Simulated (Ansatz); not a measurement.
The cluster Rh₆⁺, relaxed as a doublet with UKS r2SCAN-D4/def2-SVP in Ansatz, starting from the GFN2-xTB geometry. Force threshold 0.02 eV/Å.

In the def2 sets Rh takes a core potential; there is no spin–orbit coupling. The charge 1 doublet is spin-contaminated (final ⟨S²⟩ up to 2.88, 0.75 for a pure state). The structure comes from a short search, and lower isomers may exist.

Start:

Cartesian coordinates in Å:
```
Rh -1.850 0.822 -0.783
Rh -1.257 -1.338 0.242
Rh 0.252 -0.403 -1.486
Rh 0.326 -0.277 1.802
Rh 2.143 -0.313 0.138
Rh 0.386 1.509 0.087
```

```
step  energy (eV)  largest force component (eV/Å)  SCF passes
   1  -18049.5268                           1.218         253
   2  -18049.6419                           0.457          93
   3  -18049.6564                           0.075          70
   4  -18049.6580                           0.049          77
   5  -18049.6586                           0.026          81
   6  -18049.6592                           0.012          74
```

Force components are those of the run's own axes.

End:

```xyz
6

Rh   -1.820    0.840   -0.783
Rh   -1.225   -1.302    0.270
Rh    0.284   -0.457   -1.474
Rh    0.330   -0.293    1.732
Rh    2.104   -0.324    0.124
Rh    0.327    1.535    0.130
```

By distances, no bond broke or formed. The bond that changes most is Rh2–Rh4, from 2.46 to 2.36 Å (atoms count from 1).

No frequencies were taken in this run, so the end may be a saddle point.

It took 3.8 min on 4 threads of Arm Neoverse V1 on a shared host, peak host memory 0.72 GiB.
